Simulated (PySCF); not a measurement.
PbClI, SMILES [Pb]([I])[Cl] (connectivity only; charge and spin as stated), neutral, multiplicity 1. Atoms are numbered in the order given.

```xyz
3

Pb     0.5057    -0.8359     0.0000
Cl    -1.7330    -1.9598     0.0000
I     -0.2265     1.9219     0.0000
```
Charge 0, spin multiplicity 1.

The structure is a stationary point at PBE-D3(BJ)/def2-SVP. The def2 effective core potentials stand for the cores of I, Pb; spin–orbit coupling is left out.

Calculation: PBE-D3(BJ)/def2-SVP (PySCF).

Frequencies are harmonic and unscaled.

Computed vibrational spectrum:
| mode | ν (cm⁻¹) | IR (km/mol) | Raman (Å⁴/amu) | depolarisation | moving atoms (share of kinetic energy) |
|---|---|---|---|---|---|
| 1 | 69 | 1.2 | 5.3 | 0.69 | Cl 68 %, I 19 %, Pb 13 % |
| 2 | 161 | 19.4 | 9.5 | 0.30 | I 60 %, Pb 40 % |
| 3 | 312 | 43.5 | 14.4 | 0.30 | Cl 85 %, Pb 15 % |
